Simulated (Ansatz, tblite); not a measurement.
Cost and result up the ladder for the cluster MgI2 (the lowest singlet isomer of a short search) (3 atoms). Total charge 0; singlet. Geometry: r2SCAN-D4/def2-TZVP.

```xyz
3

Mg    0.003    0.000    0.000
I     0.122    0.423   -2.491
I    -0.126   -0.423    2.491
```

Ansatz on 4 threads of Arm Neoverse V1 on a shared host; xTB runs through tblite on one thread. Times are rough, summed over both states, and most runs start from the orbitals of an earlier one. B2PLYP/def2-TZVP serves as the yardstick here, not as an exact answer. Differences are given only for rows in sets of like size (and for xTB, whose basis is part of the method), since another set adds its own error. The other state is a triplet at its own geometry, which has other bonds, so the gap mixes isomer and spin.

In the def2 sets I takes a core potential, while STO-3G treats all electrons; there is no spin–orbit coupling. The xTB rows come from tblite. B3LYP takes the VWN-RPA correlation. Correlated methods freeze 9 core orbitals; core or outer-core shells of Mg, I are correlated, in sets that lack core-valence functions. In the triplet, I2 and I3 lie 3.29 Å apart (atoms count from 1), so these atoms are partly bonded to each other. At PBE0-D4/def2-TZVP a singlet of charge 0 lies 2.58 eV below the triplet, each at its own geometry. The structure comes from a short search, and lower isomers may exist.

Correlated methods converge slowly with the basis.

xTB has no spin-polarisation term.

```json
{"level": "HF/def2-TZVP", "functions": "132", "triplet − singlet (eV)": "2.64", "difference from B2PLYP/def2-TZVP (eV)": "-0.14"}
{"level": "B2PLYP/def2-TZVP", "functions": "132", "triplet − singlet (eV)": "2.78", "difference from B2PLYP/def2-TZVP (eV)": "0.00"}
{"level": "r2SCAN-D4/def2-TZVP", "functions": "132", "triplet − singlet (eV)": "2.56", "difference from B2PLYP/def2-TZVP (eV)": "-0.23"}
{"level": "GFN1-xTB", "functions": "22", "triplet − singlet (eV)": "2.35", "difference from B2PLYP/def2-TZVP (eV)": "-0.43"}
{"level": "B3LYP-D4/def2-TZVP", "functions": "132", "triplet − singlet (eV)": "2.58", "difference from B2PLYP/def2-TZVP (eV)": "-0.20"}
{"level": "GFN2-xTB", "functions": "27", "triplet − singlet (eV)": "2.77", "difference from B2PLYP/def2-TZVP (eV)": "-0.01"}
{"level": "PBE0-D4/def2-TZVP", "functions": "132", "triplet − singlet (eV)": "2.58", "difference from B2PLYP/def2-TZVP (eV)": "-0.21"}
{"level": "PBE-D4/def2-TZVP (with forces)", "functions": "132", "triplet − singlet (eV)": "2.40", "difference from B2PLYP/def2-TZVP (eV)": "-0.38"}
{"level": "ωB97X-V/def2-TZVP", "functions": "132", "triplet − singlet (eV)": "2.90", "difference from B2PLYP/def2-TZVP (eV)": "0.11"}
{"level": "RPA@PBE/def2-TZVP", "functions": "132", "triplet − singlet (eV)": "2.56", "difference from B2PLYP/def2-TZVP (eV)": "-0.22"}
{"level": "MP2/def2-TZVP", "functions": "132", "triplet − singlet (eV)": "2.93", "difference from B2PLYP/def2-TZVP (eV)": "0.14"}
{"level": "B97M-V/def2-TZVP", "functions": "132", "triplet − singlet (eV)": "2.63", "difference from B2PLYP/def2-TZVP (eV)": "-0.15"}
{"level": "HF/STO-3G", "functions": "63", "triplet − singlet (eV)": "4.30", "difference from B2PLYP/def2-TZVP (eV)": "–"}
```

Task: Estimate how long each takes.

Result: GFN1-xTB 0.004 s; GFN2-xTB 0.006 s; HF/STO-3G 0.95 s; HF/def2-TZVP 2.5 s; PBE-D4/def2-TZVP (with forces) 2.5 s; MP2/def2-TZVP 3 s; PBE0-D4/def2-TZVP 3.6 s; B3LYP-D4/def2-TZVP 3.6 s; r2SCAN-D4/def2-TZVP 5.5 s; B2PLYP/def2-TZVP 5.5 s; RPA@PBE/def2-TZVP 5.6 s; ωB97X-V/def2-TZVP 9.7 s; B97M-V/def2-TZVP 11 s. On shared hardware such times vary by a factor of up to 3.
